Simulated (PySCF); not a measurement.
How exact exchange moves a shielding

Molecule: SMILES BC1=CC1, C3H5B.

Structure with atom numbers: `[BH2:1][C:2]1=[CH:3][CH2:4]1` (H(Xn): hydrogen on atom n).

GIAO shieldings (ppm, equivalent atoms averaged) in PySCF 2.14 on the PBE0-D3(BJ)/def2-SVP geometry, basis pcSseg-2, gas phase, non-relativistic:

| functional | exact exchange (%) | σ(B1) | σ(C3) | σ(C4) |
| --- | --- | --- | --- | --- |
| BLYP | 0 | 17.2 | 42.1 | 148.9 |
| BP86 | 0 | 19.4 | 45.5 | 151.6 |
| PBE | 0 | 17.4 | 45.4 | 151.8 |
| B3LYP | 20 | 21.5 | 45.1 | 156.5 |
| mPW1PW91 | 25 | 24.1 | 48.4 | 160.5 |
| BHandHLYP | 50 | 29.0 | 49.6 | 166.3 |
| HF | 100 | 44.5 | 58.2 | 179.8 |

Question: Fit each shielding as a line in the percentage of exact exchange.

Answer: σ(B1) = 17.5 + 0.26 x (rms 1.1 ppm); σ(C3) = 44.0 + 0.14 x (rms 1.4 ppm); σ(C4) = 151.2 + 0.29 x (rms 1.2 ppm). The functionals also differ in their semilocal parts, which the line can't hold; Hartree–Fock has no correlation at all.

Question: What does the line predict for PBE0 (25 %), and what does the run give?

Answer: σ(B1): 24.0 predicted, 23.4 computed; σ(C3): 47.5 predicted, 49.1 computed; σ(C4): 158.4 predicted, 161.0 computed ppm.
